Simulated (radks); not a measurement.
The numbers below are computed, except where a source is named.
Question: Rb II, 36 electrons, occupied as [Kr]. Code: a radial shooting solver on a logarithmic mesh with Libxc functionals. Model: scalar-relativistic Kohn-Sham, Slater X-alpha with alpha = 0.667, spin-unpolarised, spherical densities, finite nucleus; Fermi nuclear charge, rms radius 4.2036 fm. Some entries of the table are withheld. Estimate them.

orbital,occ.,eigenvalue (eV),<r^2> (bohr^2)
1s,2,-15013.02,0.002193
2s,2,-2009.170,0.03739
2p,6,-1783.131,0.02947
3s,2,(1),0.3010
3p,6,-228.4980,(2)
3d,10,-108.2137,(3)
4s,2,-36.2913,(4)
4p,6,-20.3686,3.454

Answer: 
(1) 3s eigenvalue (eV): -300.9642
(2) 3p <r^2> (bohr^2): 0.3158
(3) 3d <r^2> (bohr^2): 0.3394
(4) 4s <r^2> (bohr^2): 2.415
